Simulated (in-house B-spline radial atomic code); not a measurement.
Whole-atom quantities along the 59-electron series, configuration 1s2 2s2 2p6 3s2 3p6 3d10 4s2 4p6 4d10 4f5/2(5) 5s2 5p6. Breit and QED terms are first order and not part of the total energy; the density at the nucleus is averaged over the nuclear charge. Computed with a radial B-spline atomic code at the basis-set limit: Dirac-Hartree-Fock, jj configuration that fills j = l - 1/2 first, finite nuclei.

| ion | Z | E/Z² (Eh) | Σ<r²> (bohr²) | n(0)/Z³ (bohr⁻³) | Lamb diamagnetic shielding (ppm) | repulsion over attraction | Breit energy (eV) | self-energy (eV) | vacuum polarisation (eV) |
| --- | --- | --- | --- | --- | --- | --- | --- | --- | --- |
| Pm2+ | 61 | -2.6933 | 40.987 | 2.0449 | 7129.17 | 0.14868 | 236.01 | 185.38 | -27.766 |
| Sm3+ | 62 | -2.7128 | 36.187 | 2.1038 | 7298.1 | 0.1474 | 249.61 | 196.72 | -29.883 |
| Eu4+ | 63 | -2.7322 | 32.48 | 2.1743 | 7467.69 | 0.14603 | 263.78 | 208.6 | -32.141 |
